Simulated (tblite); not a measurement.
C5H10SSi.
SMILES with atom numbers: `[SiH3:1][S:2][C@:3]12[CH2:4][C@H:5]([CH2:6]1)[CH2:7]2` (hydrogens: H8, H9, H10 on Si1; H11, H12 on C4; H13 on C5; H14, H15 on C6; H16, H17 on C7)

Computed with GFN2-xTB (tblite), gas phase: L-BFGS steps from a force-field or distance-geometry start until the largest atomic force falls under 0.01 eV/Å.

Step 2: E = -564.5094 eV
```
atom  x, y, z in Å  |  force x, y, z in eV/Å
Si1     2.8715   -0.1012    0.2716    0.014  -0.121   0.061
S2      1.3786    1.3111   -0.3761    0.303   0.049   0.014
C3     -0.1861    0.4615   -0.1137    0.165   0.138  -0.040
C4     -1.5533    1.0806   -0.4327   -0.202  -0.053  -0.028
C5     -1.8345   -0.3329    0.1173   -0.120  -0.094   0.057
C6     -0.7803   -0.0379    1.2082   -0.132  -0.071  -0.040
C7     -0.6746   -0.8307   -0.7760   -0.209  -0.031   0.029
H8      4.1794    0.5361    0.0925   -0.347  -0.007  -0.029
H9      2.6342   -0.4248    1.6826   -0.017   0.049  -0.136
H10     2.7433   -1.3121   -0.5453   -0.008   0.119   0.060
H11    -1.8699    1.9266    0.1723    0.047  -0.035   0.079
H12    -1.7838    1.2669   -1.4804    0.064  -0.088   0.019
H13    -2.8180   -0.8090    0.2634    0.525   0.245  -0.102
H14    -1.0187    0.7152    1.9526   -0.100   0.094  -0.014
H15    -0.2945   -0.8852    1.6814    0.047  -0.149  -0.048
H16    -0.1811   -1.7516   -0.4814    0.035  -0.069   0.076
H17    -0.8192   -0.8005   -1.8543   -0.064   0.025   0.041
```

Step 3: E = -564.5248 eV
```
atom  x, y, z in Å  |  force x, y, z in eV/Å
Si1     2.8727   -0.1057    0.2741   -0.088  -0.035  -0.003
S2      1.3918    1.3151   -0.3765    0.038  -0.071   0.045
C3     -0.1875    0.4635   -0.1146    0.183   0.082  -0.027
C4     -1.5606    1.0783   -0.4326    0.051  -0.020   0.024
C5     -1.8341   -0.3332    0.1173    0.120   0.044   0.031
C6     -0.7852   -0.0408    1.2092    0.045   0.025  -0.057
C7     -0.6821   -0.8342   -0.7749    0.054   0.066   0.045
H8      4.1681    0.5355    0.0917   -0.179   0.052  -0.042
H9      2.6338   -0.4230    1.6775   -0.040   0.009   0.010
H10     2.7431   -1.3079   -0.5431   -0.018   0.009  -0.005
H11    -1.8680    1.9251    0.1742   -0.003  -0.017   0.075
H12    -1.7816    1.2642   -1.4797    0.005  -0.067  -0.043
H13    -2.8017   -0.8015    0.2603    0.039   0.008  -0.024
H14    -1.0214    0.7177    1.9514   -0.090   0.019  -0.031
H15    -0.2932   -0.8892    1.6795   -0.010  -0.073  -0.061
H16    -0.1803   -1.7525   -0.4795   -0.019  -0.029   0.054
H17    -0.8208   -0.7994   -1.8527   -0.089  -0.002   0.009
```

Task: Estimate the geometry and energy of step 4. (The exact step hangs on the optimiser's Hessian estimate; all steps are aligned on step 3, rigid shifts and turns removed.)

Result: E = -564.5274 eV, largest force 0.162 eV/Å
```
atom  x, y, z in Å  |  force x, y, z in eV/Å
Si1     2.8716   -0.1069    0.2744   -0.090  -0.031   0.001
S2      1.3944    1.3146   -0.3759    0.010  -0.050   0.033
C3     -0.1851    0.4650   -0.1151    0.111   0.038  -0.007
C4     -1.5610    1.0778   -0.4323    0.096   0.018   0.006
C5     -1.8322   -0.3325    0.1177    0.094   0.033   0.019
C6     -0.7852   -0.0409    1.2089    0.090   0.042  -0.034
C7     -0.6822   -0.8339   -0.7742    0.101   0.063   0.019
H8      4.1637    0.5363    0.0910   -0.142   0.065  -0.044
H9      2.6332   -0.4227    1.6770   -0.044   0.000   0.034
H10     2.7428   -1.3071   -0.5429   -0.022  -0.018  -0.020
H11    -1.8677    1.9246    0.1756   -0.004  -0.023   0.058
H12    -1.7811    1.2628   -1.4802    0.001  -0.061  -0.023
H13    -2.7988   -0.8003    0.2595   -0.001  -0.012  -0.014
H14    -1.0232    0.7183    1.9507   -0.075  -0.001  -0.035
H15    -0.2932   -0.8908    1.6783   -0.020  -0.045  -0.060
H16    -0.1805   -1.7530   -0.4784   -0.025  -0.012   0.044
H17    -0.8224   -0.7993   -1.8522   -0.082  -0.007   0.021
```

The energy changes by -0.0026 eV. The first-order estimate −F·Δx gives -0.0031 eV and the mean of the old and new forces, exact on a quadratic surface, -0.0026 eV. The step makes an angle of 32° with the force vector and moves no atom by more than 0.005 Å.

The cost below is that of the whole relaxation. Time: 0.29 s. Hardware: an Arm Neoverse V1 with one thread, no GPU, on a shared host.
